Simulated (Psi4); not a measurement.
Approach curve of the dimer C2H6O ··· H3B (SMILES COC and B). Monomers: optimised at B3LYP-D3(BJ) (def2-TZVP), held rigid. Orientation: lowest of the rigid-body minima from ten starts at GFN2-xTB (searched outside a hard wall at short contacts). R is the distance of the centres of mass, along which the second monomer moves. The shortest distances reach bonding range, where SAPT0 and rigid monomers are unreliable.

Levels: PBE/def2-TZVP, counterpoise-corrected (Psi4); PBE-D3(BJ)/def2-TZVP, counterpoise-corrected (Psi4); SAPT0/jun-cc-pVDZ, frozen core (Psi4).

Interaction energies in kcal/mol; the last columns give the difference from SAPT0:

```json
[
 {"R / Å": "1.74", "PBE/def2-TZVP": "30.49", "PBE-D3(BJ)/def2-TZVP": "28.10", "SAPT0/jun-cc-pVDZ": "26.52", "PBE/def2-TZVP − SAPT0/jun-cc-pVDZ": "3.98", "PBE-D3(BJ)/def2-TZVP − SAPT0/jun-cc-pVDZ": "1.58"},
 {"R / Å": "1.94", "PBE/def2-TZVP": "-0.84", "PBE-D3(BJ)/def2-TZVP": "-3.10", "SAPT0/jun-cc-pVDZ": "-0.46", "PBE/def2-TZVP − SAPT0/jun-cc-pVDZ": "-0.37", "PBE-D3(BJ)/def2-TZVP − SAPT0/jun-cc-pVDZ": "-2.64"},
 {"R / Å": "2.12", "PBE/def2-TZVP": "-10.40", "PBE-D3(BJ)/def2-TZVP": "-12.56", "SAPT0/jun-cc-pVDZ": "-8.16", "PBE/def2-TZVP − SAPT0/jun-cc-pVDZ": "-2.23", "PBE-D3(BJ)/def2-TZVP − SAPT0/jun-cc-pVDZ": "-4.40"},
 {"R / Å": "2.34", "PBE/def2-TZVP": "-12.57", "PBE-D3(BJ)/def2-TZVP": "-14.58", "SAPT0/jun-cc-pVDZ": "-9.92", "PBE/def2-TZVP − SAPT0/jun-cc-pVDZ": "-2.65", "PBE-D3(BJ)/def2-TZVP − SAPT0/jun-cc-pVDZ": "-4.66"},
 {"R / Å": "2.57", "PBE/def2-TZVP": "-10.88", "PBE-D3(BJ)/def2-TZVP": "-12.68", "SAPT0/jun-cc-pVDZ": "-8.85", "PBE/def2-TZVP − SAPT0/jun-cc-pVDZ": "-2.03", "PBE-D3(BJ)/def2-TZVP − SAPT0/jun-cc-pVDZ": "-3.83"},
 {"R / Å": "2.71", "PBE/def2-TZVP": "-9.34", "PBE-D3(BJ)/def2-TZVP": "-11.00", "SAPT0/jun-cc-pVDZ": "-7.83", "PBE/def2-TZVP − SAPT0/jun-cc-pVDZ": "-1.51", "PBE-D3(BJ)/def2-TZVP − SAPT0/jun-cc-pVDZ": "-3.16"},
 {"R / Å": "3.04", "PBE/def2-TZVP": "-5.97", "PBE-D3(BJ)/def2-TZVP": "-7.28", "SAPT0/jun-cc-pVDZ": "-5.49", "PBE/def2-TZVP − SAPT0/jun-cc-pVDZ": "-0.47", "PBE-D3(BJ)/def2-TZVP − SAPT0/jun-cc-pVDZ": "-1.79"},
 {"R / Å": "3.37", "PBE/def2-TZVP": "-3.64", "PBE-D3(BJ)/def2-TZVP": "-4.63", "SAPT0/jun-cc-pVDZ": "-3.67", "PBE/def2-TZVP − SAPT0/jun-cc-pVDZ": "0.03", "PBE-D3(BJ)/def2-TZVP − SAPT0/jun-cc-pVDZ": "-0.96"},
 {"R / Å": "3.84", "PBE/def2-TZVP": "-1.82", "PBE-D3(BJ)/def2-TZVP": "-2.44", "SAPT0/jun-cc-pVDZ": "-2.02", "PBE/def2-TZVP − SAPT0/jun-cc-pVDZ": "0.20", "PBE-D3(BJ)/def2-TZVP − SAPT0/jun-cc-pVDZ": "-0.42"},
 {"R / Å": "4.53", "PBE/def2-TZVP": "-0.72", "PBE-D3(BJ)/def2-TZVP": "-1.01", "SAPT0/jun-cc-pVDZ": "-0.90", "PBE/def2-TZVP − SAPT0/jun-cc-pVDZ": "0.17", "PBE-D3(BJ)/def2-TZVP − SAPT0/jun-cc-pVDZ": "-0.11"},
 {"R / Å": "5.54", "PBE/def2-TZVP": "-0.23", "PBE-D3(BJ)/def2-TZVP": "-0.32", "SAPT0/jun-cc-pVDZ": "-0.33", "PBE/def2-TZVP − SAPT0/jun-cc-pVDZ": "0.10", "PBE-D3(BJ)/def2-TZVP − SAPT0/jun-cc-pVDZ": "0.01"},
 {"R / Å": "6.81", "PBE/def2-TZVP": "-0.08", "PBE-D3(BJ)/def2-TZVP": "-0.10", "SAPT0/jun-cc-pVDZ": "-0.12", "PBE/def2-TZVP − SAPT0/jun-cc-pVDZ": "0.05", "PBE-D3(BJ)/def2-TZVP − SAPT0/jun-cc-pVDZ": "0.02"}
]
```

PBE/def2-TZVP is furthest from SAPT0/jun-cc-pVDZ at 1.74 (3.98 kcal/mol, above); its mean absolute difference over the points is 1.15 kcal/mol.

PBE-D3(BJ)/def2-TZVP is furthest from SAPT0/jun-cc-pVDZ at 2.34 (-4.66 kcal/mol, below); its mean absolute difference over the points is 1.96 kcal/mol.
